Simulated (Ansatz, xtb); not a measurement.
**A geometry optimisation of F2GaH3OSi with r2SCAN-D4/def2-SVP**

The starting geometry of this gas-phase singlet was built from a drawn formula by distance geometry; its bonds are those of `O[Si](F)(F)[GaH2]`.

```yaml
atoms:
  - { symbol: F, position_ang: [-0.3879, -2.2426, 1.3190] }
  - { symbol: F, position_ang: [1.5603, -0.3354, 1.2552] }
  - { symbol: Ga, position_ang: [-0.5063, -0.5219, -1.2837] }
  - { symbol: O, position_ang: [-1.1134, 0.4462, 1.7899] }
  - { symbol: Si, position_ang: [-0.0225, -0.6578, 0.9824] }
  - { symbol: H, position_ang: [-1.5201, 1.1043, 1.1565] }
  - { symbol: H, position_ang: [0.3297, -1.3824, -2.0780] }
  - { symbol: H, position_ang: [-1.9671, -0.7272, -1.2524] }
```

Task: Predict what it relaxes into with r2SCAN-D4/def2-SVP.

Result: It keeps its bonds, and is `O[Si](F)(F)[GaH2]`.

The energy falls by 1.38 eV over 19 steps:

```tsv
step	E − E(last) (eV)
1	1.375
3	0.135
5	0.050
7	0.009
9	0.004
11	0.001
13	0.001
15	0.000
17	0.000
19	0.000
```

Final geometry (Å):

```tsv
atom	x (Å)	y (Å)	z (Å)
F	-0.5362	-1.9605	1.7525
F	1.5257	-0.4590	1.2588
Ga	-0.5758	-0.8660	-1.3426
O	-0.7284	0.7101	1.6974
Si	-0.0572	-0.6137	0.9782
H	-1.6899	0.7532	1.7599
H	0.5038	-1.1896	-2.4256
H	-2.0693	-0.6912	-1.7895
```

From the same start GFN2-xTB ends elsewhere, differing in Ga3–O4 (2.02 against 3.43 Å here).

No frequencies were run, so the end isn't proven a minimum. Run with Ansatz 0.2.0, 53 s on 2 threads of Arm Neoverse V1, with other jobs on the host.
